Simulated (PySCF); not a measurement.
Atom-mapped SMILES (the numbers label the heavy atoms): `[CH3:1][Si:2]([CH3:3])([CH3:4])[Si:5]([CH3:6])([CH3:7])[Cl:8]`. Each H is labelled by its parent atom.

All values are calculated (PySCF 2.14): geometry: GFN2-xTB, σ from GIAO-PBE0/pcSseg-1. Averaged over atoms made equivalent by symmetry, fast rotation or ring inversion, one computed conformer, non-relativistic Hamiltonian, no solvent model.

References, each an isolated molecule treated in the same way: 13C (σref 186.93), 1H (σref 31.72), 29Si (σref 349.16) against TMS; 35Cl (σref 949.78) vs HCl.

```
            atoms  nucleus  count  Hirshfeld charge  δ (ppm)
              Cl8     35Cl      1             -0.15      -23
      H(C6)/H(C7)       1H      6              0.04     0.36
              Si2     29Si      1              0.32    -20.1
              Si5     29Si      1              0.31     22.5
         C1/C3/C4      13C      3             -0.22        ?
H(C1)/H(C3)/H(C4)       1H      9              0.04        ?
            C6/C7      13C      2             -0.22      4.7
```

**Question.** Fill in the missing shifts.

**Answer.** 
- C1/C3/C4: -2.2 ppm, methyl carbon bonded to Si; an electropositive neighbour leaves it electron-rich and shielded
- H(C1)/H(C3)/H(C4): 0.11 ppm, hydrogen on a methyl carbon bonded to Si; an electropositive neighbour shields it, as in TMS itself

Shifts are as computed. Against solution values, carbons near 30 ppm lie about +3 ppm off and those near 130 ppm about +5 ppm. Of 1211 compounds with measured shifts, 218 miss one by over three times the rms of a fit or turn the order of signals round; such compounds aren't used in these exercises.
